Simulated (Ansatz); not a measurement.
CH₄GeOS (`O=[C](S)[GeH3]`), 8 atoms. The species carries charge 0 and has multiplicity 1. Correlated methods include outer-core shells of Ge, which these sets cover unevenly. Scalar relativity is left out up to krypton. All runs use 4 threads of an Arm Neoverse V2 on a shared host. Correlated methods freeze the cores.

(1) Give the basis size and wall time and peak host memory of each of these runs in Ansatz. RKS PBE0-D4/def2-TZVP frequencies; RHF-CCSD(T)/def2-SVP energy; direct RPA on PBE orbitals/def2-TZVPP energy; RKS revPBE-D4/def2-TZVPP energy; RKS B97M-V/def2-TZVPP energy; RHF-MP2/def2-QZVPP energy; RKS ωB97M-V/def2-SVP energy; RKS PBE0-D4/def2-TZVP relaxation (8 steps); RKS ωB97M-V/def2-QZVPP energy; RKS PBE0-D4/def2-QZVPP energy; RKS PBE0-D4/def2-SVP energy; RKS HSE06 (plane-wave form)-D4/def2-TZVPP energy. (Best estimate.)

Results:

(1) The calculation gave: Other jobs shared the machine, so times are rough.

| level | job | functions | wall time | peak host memory (GiB) |
| --- | --- | --- | --- | --- |
| RKS PBE0-D4/def2-SVP | energy | 98 | 0.8 s | 0.39 |
| RKS revPBE-D4/def2-TZVPP | energy | 208 | 1.3 s | 0.26 |
| RKS HSE06 (plane-wave form)-D4/def2-TZVPP | energy | 208 | 2.2 s | 0.54 |
| direct RPA on PBE orbitals/def2-TZVPP | energy | 208 | 3 s | 0.41 |
| RHF-CCSD(T)/def2-SVP | energy | 98 | 3 s | 0.39 |
| RKS ωB97M-V/def2-SVP | energy | 98 | 3.5 s | 0.39 |
| RKS PBE0-D4/def2-QZVPP | energy | 393 | 5.5 s | 1.4 |
| RKS B97M-V/def2-TZVPP | energy | 208 | 6 s | 0.34 |
| RKS ωB97M-V/def2-QZVPP | energy | 393 | 13 s | 1.6 |
| RHF-MP2/def2-QZVPP | energy | 393 | 13 s | 1.9 |
| RKS PBE0-D4/def2-TZVP | relaxation (8 steps) | 171 | 18 s | 0.44 |
| RKS PBE0-D4/def2-TZVP | frequencies | 171 | 67 s | 0.44 |
